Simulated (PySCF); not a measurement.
Isomers C₅H₅F₃Si:

A. `FC1=C[Si](F)(F)C=CC1`
B. `InChI=1S/C5H5F3Si/c1-2-9-4-3-5(6,7)8/h1,3-4H,9H2/b4-3+`
C. `C=CC1([Si](F)(F)F)C=C1`
D. `C#C/C(=C\[SiH3])C(F)(F)F`
E. `InChI=1S/C5H5F3Si/c1-2-4(3-9)5(6,7)8/h1,3H,9H3/b4-3-`
F. `C#C[Si]1(C(F)(F)F)CC1`

Spectrum 1. ¹³C{¹H} NMR (computed): δ 145.6 (CH), 138.2 (C), 130.8 (C), 99.3 (CH), 82.0 (C).

Spectrum 2. ¹³C{¹H} NMR (computed): δ 139.3 (C), 108.0 (CH), 79.8 (C), 2.1 (CH2).

Spectrum 3. ¹³C{¹H} NMR (computed): δ 183.3 (C), 155.9 (CH), 127.6 (CH), 100.6 (CH), 36.6 (CH2).

Spectrum 4. ¹³C{¹H} NMR (computed): δ 148.6 (CH), 136.8 (C), 133.1 (C), 93.4 (CH), 83.7 (C).

Spectrum 5. ¹³C{¹H} NMR (computed): δ 145.0 (CH), 138.6 (CH), 131.6 (C), 107.9 (CH), 82.7 (C).

Spectrum 6. ¹³C{¹H} NMR (computed): δ 150.5 (CH), 122.4 (CH2), 108.3 (CH), 12.0 (C).

[PySCF: PBE0/pcSseg-1 with gauge-including orbitals; geometry: GFN2-xTB; isolated molecule; one conformer; no relativistic terms; one averaged value for each set of equivalent atoms]

Referencing at the same level of theory: ¹³C (σ = 186.93 ppm) against TMS. Splittings of carbon signals by F and P are missing where no couplings were computed. Shifts are as computed. Against solution values, carbons near 30 ppm lie about +3 ppm off and those near 130 ppm about +5 ppm. Of 1211 compounds with measured shifts, 218 miss one by over three times the rms of a fit or turn the order of signals round; such compounds aren't used in these exercises.

Problem. Match each spectrum to its structure.

Solution. 1–D, 2–F, 3–A, 4–E, 5–B, 6–C.

- Spectrum 1 (D): 5 ¹³C signals; δC 145.6 is an alkene CH; δC 138.2 is a fully substituted alkene carbon.
- Spectrum 2 (F): 4 ¹³C signals; δC 139.3 is a CF3 carbon; δC 79.8 is an alkyne carbon.
- Spectrum 3 (A): 5 ¹³C signals; δC 155.9 is an alkene CH; δC 127.6 is an alkene CH.
- Spectrum 4 (E): 5 ¹³C signals; δC 148.6 is an alkene CH; δC 136.8 is a fully substituted alkene carbon.
- Spectrum 5 (B): 5 ¹³C signals; δC 145.0 is an alkene CH; δC 138.6 is an alkene CH.
- Spectrum 6 (C): 4 ¹³C signals; δC 150.5 is an alkene CH; δC 122.4 is a terminal =CH2 carbon.
